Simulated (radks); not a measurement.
The numbers below are computed, except where a source is named.
Ar XVIII, configuration 1s1. Level of theory: Dirac Kohn-Sham, RPBE, spin-unpolarised, spherical densities, finite nucleus; Fermi nuclear charge, rms radius 3.4274 fm (a radial shooting solver on a logarithmic mesh with Libxc functionals).

Normalised radial functions P(r) = r R(r) (large component), r in bohr:

r          1s1/2   2p1/2   2p3/2
0.004449  0.6400  0.0062  0.0052
0.004897  0.6982  0.0073  0.0063
0.00539   0.7611  0.0087  0.0076
0.005886  0.8231  0.0103  0.0090
0.006479  0.8956  0.0122  0.0108
0.007132  0.9735  0.0146  0.0130
0.007851  1.0569  0.0174  0.0157
0.008573  1.1383  0.0204  0.0185
0.009437  1.2326  0.0244  0.0223
0.01039   1.3326  0.0291  0.0267
0.01134   1.4292  0.0341  0.0316
0.01249   1.5398  0.0407  0.0379
0.01374   1.6556  0.0485  0.0454
0.01501   1.7657  0.0568  0.0535
0.01652   1.8898  0.0676  0.0639
0.01819   2.0170  0.0803  0.0762
0.01986   2.1354  0.0940  0.0895
0.02186   2.2654  0.1114  0.1065
0.02406   2.3946  0.1318  0.1264
0.02628   2.5107  0.1536  0.1477
0.02892   2.6327  0.1811  0.1747
0.03184   2.7474  0.2131  0.2062
0.03477   2.8438  0.2469  0.2394
0.03827   2.9365  0.2891  0.2810
0.04212   3.0130  0.3375  0.3288
0.046     3.0662  0.3879  0.3786
0.05063   3.1025  0.4498  0.4399
0.05574   3.1131  0.5196  0.5091
0.06135   3.0951  0.5976  0.5865
0.067     3.0515  0.6765  0.6648
0.07375   2.9729  0.7704  0.7583
0.08118   2.8614  0.8722  0.8598
0.08864   2.7306  0.9718  0.9591
0.09758   2.5588  1.0860  1.0733
0.1074    2.3596  1.2042  1.1917
0.1173    2.1572  1.3140  1.3018
0.1291    1.9205  1.4323  1.4207
0.1421    1.6742  1.5453  1.5346
0.1552    1.4466  1.6404  1.6307
0.1708    1.2039  1.7299  1.7216
0.188     0.9743  1.7992  1.7926
0.2053    0.7811  1.8402  1.8352
0.226     0.5942  1.8556  1.8527
0.2488    0.4355  1.8370  1.8362
0.2717    0.3160  1.7882  1.7892
0.2991    0.2134  1.7001  1.7030
0.3292    0.1373  1.5778  1.5824
0.3595    0.0873  1.4397  1.4455
0.3957    0.0504  1.2671  1.2739
0.4356    0.0273  1.0805  1.0877
0.4794    0.0137  0.8898  0.8970
0.5236    0.0068  0.7202  0.7269
0.5763    0.0029  0.5492  0.5552
0.6344    0.0012  0.4000  0.4051
0.6927    0.0004  0.2862  0.2902
0.7625    0.0001  0.1883  0.1913
0.8394    0.0000  0.1166  0.1187
0.9166    0.0000  0.0709  0.0723
1.009     0.0000  0.0384  0.0392

1s1/2: eigenvalue -4281.0 eV, 0 radial nodes, <r> = 0.0832 bohr, 90 % of the charge inside 0.148 bohr. 2p1/2 (empty): eigenvalue -1024.3 eV, 0 radial nodes, <r> = 0.283 bohr, 90 % of the charge inside 0.453 bohr. 2p3/2 (empty): eigenvalue -1019.8 eV, 0 radial nodes, <r> = 0.284 bohr, 90 % of the charge inside 0.455 bohr.
